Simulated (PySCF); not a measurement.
PySCF job for AlHClBr, SMILES [Br][AlH][Cl], TDA-CAM-B3LYP/def2-SVPD. Coordinates come from a PBE0-D3(BJ)/def2-TZVP optimisation.

```python
import numpy as np
from pyscf import gto, scf, dft, tdscf

mol = gto.M(
    atom='''
    Al   -0.80683488    0.63416210    0.00000000
    H    -2.36440141    0.77996795   -0.00000001
    Cl    0.41753074    2.31943718   -0.00000000
    Br    0.16443521   -1.38441449   -0.00000000
    ''',
    basis='def2-SVPD',
    charge=0,
    spin=0,
    symmetry=True,
    max_memory=1600,
    verbose=4,
)
mf = dft.RKS(mol, xc='cam-b3lyp').density_fit(auxbasis='def2-universal-jkfit')
mf.grids.level = 3
mf.conv_tol = 1e-9
mf.max_cycle = 100
mf.kernel()
mf.grids = dft.Grids(mol).set(level=1).build(with_non0tab=True)  # coarser grid for the response kernel
td = tdscf.TDA(mf)
td.singlet = True
td.nstates = 10
td.conv_tol = 1e-4
td.kernel(x0=td.get_init_guess(mf, 15))
td.analyze()
tt = tdscf.TDA(mf)
tt.singlet = False
tt.nstates = 4
tt.conv_tol = 1e-4
tt.kernel(x0=tt.get_init_guess(mf, 9))
tt.analyze(verbose=3)
```

Program output:

```
PySCF version 2.14.0

[INPUT] verbose = 4
[INPUT] num. atoms = 4
[INPUT] num. electrons = 66
[INPUT] charge = 0
[INPUT] spin (= nelec alpha-beta = 2S) = 0
[INPUT] symmetry True subgroup None
[INPUT] Mole.unit = angstrom
[INPUT] Symbol           X                Y                Z      unit          X                Y                Z       unit  Magmom
[INPUT]  1 Al    -0.806834880000   0.634162100000   0.000000000000 AA   -1.524696950946   1.198392687579   0.000000000000 Bohr   0.0
[INPUT]  2 H     -2.364401410000   0.779967950000  -0.000000010000 AA   -4.468071113435   1.473925811438  -0.000000018897 Bohr   0.0
[INPUT]  3 Cl     0.417530740000   2.319437180000   0.000000000000 AA    0.789018747187   4.383101033334   0.000000000000 Bohr   0.0
[INPUT]  4 Br     0.164435210000  -1.384414490000   0.000000000000 AA    0.310737512135  -2.616164228979   0.000000000000 Bohr   0.0

nuclear repulsion = 261.228871649589
point group symmetry = Cs
symmetry origin: [ 2.29057713e-09  4.58115453e-09 -2.86322140e-10]
symmetry axis x: [1.00000000e+00 1.55017698e-09 1.31624936e-09]
symmetry axis y: [ 1.55017698e-09 -1.00000000e+00  4.74507391e-11]
symmetry axis z: [-1.31624936e-09  4.74507866e-11  1.00000000e+00]
num. orbitals of irrep A' = 70
num. orbitals of irrep A" = 30
number of shells = 40
number of NR pGTOs = 180
number of NR cGTOs = 100
basis = def2-SVPD
ecp = {}


[settings echo left out]
init E= -3276.11876256804
HOMO (A') = -0.365014482430058  LUMO (A') = -0.0393088396732182  gap/eV = 8.86290
cycle= 1 E= -3277.1014406908  delta_E= -0.983  |g|= 0.313  |ddm|= 2.13
HOMO (A') = -0.356878547559831  LUMO (A") = -0.0522153876418012  gap/eV = 8.29031
cycle= 2 E= -3277.11459986478  delta_E= -0.0132  |g|= 0.26  |ddm|= 0.915
HOMO (A') = -0.371037476571693  LUMO (A") = -0.0250121798781628  gap/eV = 9.41583
cycle= 3 E= -3277.13548178269  delta_E= -0.0209  |g|= 0.0305  |ddm|= 0.406
HOMO (A') = -0.371763056483494  LUMO (A") = -0.0244783975190974  gap/eV = 9.45010
cycle= 4 E= -3277.1356335009  delta_E= -0.000152  |g|= 0.00753  |ddm|= 0.0322
HOMO (A') = -0.372181823562494  LUMO (A") = -0.0241100095428459  gap/eV = 9.47152
cycle= 5 E= -3277.13564676972  delta_E= -1.33e-05  |g|= 0.00178  |ddm|= 0.0146
HOMO (A') = -0.371813200888341  LUMO (A") = -0.0241819976276374  gap/eV = 9.45953
cycle= 6 E= -3277.13564761476  delta_E= -8.45e-07  |g|= 0.000474  |ddm|= 0.00334
HOMO (A') = -0.37193673818969  LUMO (A") = -0.0242155745429966  gap/eV = 9.46197
cycle= 7 E= -3277.13564768442  delta_E= -6.97e-08  |g|= 8.94e-05  |ddm|= 0.000864
HOMO (A') = -0.37192692640435  LUMO (A") = -0.024220868902801  gap/eV = 9.46156
cycle= 8 E= -3277.13564768797  delta_E= -3.55e-09  |g|= 2.5e-05  |ddm|= 0.000159
HOMO (A') = -0.37192462892944  LUMO (A") = -0.0242160235417517  gap/eV = 9.46163
cycle= 9 E= -3277.1356476883  delta_E= -3.28e-10  |g|= 5.51e-06  |ddm|= 5.46e-05
HOMO (A') = -0.371926476279452  LUMO (A") = -0.024216412094928  gap/eV = 9.46167
Extra cycle  E= -3277.13564768831  delta_E= -1.32e-11  |g|= 3.44e-06  |ddm|= 1.34e-05
converged SCF energy = -3277.13564768831
tot grids = 22472


******** <class 'pyscf.tdscf.rks.TDA'> for <class 'pyscf.df.df_jk.DFSymAdaptedRKS'> ********
nstates = 10 singlet
deg_eia_thresh = 1.000e-03
wfnsym = None
conv_tol = 0.0001
eigh lindep = 1e-12
eigh level_shift = 0
eigh max_cycle = 100


Excitation energies (eV)
[6.06030671 6.45899791 6.68618017 6.88958996 7.04307859 7.56046333
 7.60666733 7.62832742 7.94163517 8.07529181]

** Singlet excitation energies and oscillator strengths **
Excited State   1:   A"      6.06031 eV    204.58 nm  f=0.0017
      33 -> 34       -0.69550
Excited State   2:   A"      6.45900 eV    191.96 nm  f=0.0040
      31 -> 34        0.69466
Excited State   3:   A'      6.68618 eV    185.43 nm  f=0.0345
      31 -> 35        0.13199
      32 -> 34        0.62987
      33 -> 35       -0.23675
Excited State   4:   A'      6.88959 eV    179.96 nm  f=0.0633
      32 -> 34        0.23475
      33 -> 35        0.62273
      33 -> 36       -0.14124
      33 -> 37       -0.11645
Excited State   5:   A"      7.04308 eV    176.04 nm  f=0.0299
      32 -> 35        0.67156
      32 -> 36       -0.15685
Excited State   6:   A'      7.56046 eV    163.99 nm  f=0.1020
      30 -> 34        0.37221
      31 -> 35        0.54039
      31 -> 37        0.14976
Excited State   7:   A"      7.60667 eV    162.99 nm  f=0.0064
      29 -> 34        0.68353
Excited State   8:   A'      7.62833 eV    162.53 nm  f=0.0941
      29 -> 35        0.15235
      30 -> 34       -0.56241
      31 -> 35        0.33467
Excited State   9:   A"      7.94164 eV    156.12 nm  f=0.0188
      28 -> 34       -0.54411
      29 -> 34       -0.13299
      30 -> 35        0.39130
Excited State  10:   A"      8.07529 eV    153.54 nm  f=0.1041
      28 -> 34       -0.42512
      30 -> 35       -0.52008

** Transition electric dipole moments (AU) **
state          X           Y           Z        Dip. S.      Osc.
  1        -0.0000      0.0000     -0.1081      0.0117      0.0017
  2         0.0000     -0.0000      0.1599      0.0256      0.0040
  3        -0.2140      0.4063     -0.0000      0.2109      0.0345
  4         0.3741      0.4848      0.0000      0.3750      0.0633
  5        -0.0000      0.0000      0.4164      0.1734      0.0299
  6         0.4109     -0.6180      0.0000      0.5507      0.1020
  7        -0.0000      0.0000     -0.1848      0.0342      0.0064
  8         0.7048     -0.0813      0.0000      0.5033      0.0941
  9        -0.0000     -0.0000      0.3112      0.0968      0.0188
 10         0.0000      0.0000     -0.7255      0.5263      0.1041

** Transition velocity dipole moments (imaginary part, AU) **
state          X           Y           Z        Dip. S.      Osc.
  1         0.0000     -0.0000     -0.0124      0.0002      0.0005
  2        -0.0000      0.0000      0.0259      0.0007      0.0019
  3        -0.0317      0.0202     -0.0000      0.0014      0.0038
  4         0.1159      0.0990      0.0000      0.0232      0.0612
  5        -0.0000      0.0000      0.0916      0.0084      0.0216
  6         0.1342     -0.1336      0.0000      0.0359      0.0861
  7         0.0000      0.0000     -0.0389      0.0015      0.0036
  8         0.1413     -0.0380      0.0000      0.0214      0.0509
  9        -0.0000     -0.0000      0.0936      0.0088      0.0200
 10         0.0000      0.0000     -0.1701      0.0289      0.0650

** Transition magnetic dipole moments (imaginary part, AU) **
state          X           Y           Z
  1        -0.0142      0.6467      0.0000
  2        -0.4715     -0.9476     -0.0000
  3        -0.0000      0.0000      0.2512
  4        -0.0000      0.0000     -0.2365
  5         0.7211     -0.0418      0.0000
  6         0.0000      0.0000      0.4301
  7         0.1743      0.7957      0.0000
  8         0.0000      0.0000      0.3672
  9        -1.1644      0.3452     -0.0000
 10        -0.0261      0.2845      0.0000


******** <class 'pyscf.tdscf.rks.TDA'> for <class 'pyscf.df.df_jk.DFSymAdaptedRKS'> ********
nstates = 4 triplet
deg_eia_thresh = 1.000e-03
wfnsym = None
conv_tol = 0.0001
eigh lindep = 1e-12
eigh level_shift = 0
eigh max_cycle = 100


Excitation energies (eV)
[5.81759614 6.04586042 6.15878922 6.41437598]

** Triplet excitation energies and oscillator strengths **
Excited State   1:   A"      5.81760 eV    213.12 nm  f=0.0000
Excited State   2:   A'      6.04586 eV    205.07 nm  f=0.0000
Excited State   3:   A"      6.15879 eV    201.31 nm  f=0.0000
Excited State   4:   A'      6.41438 eV    193.29 nm  f=0.0000
```

The run converged.

Cost: about 50 core-seconds (a rough figure).
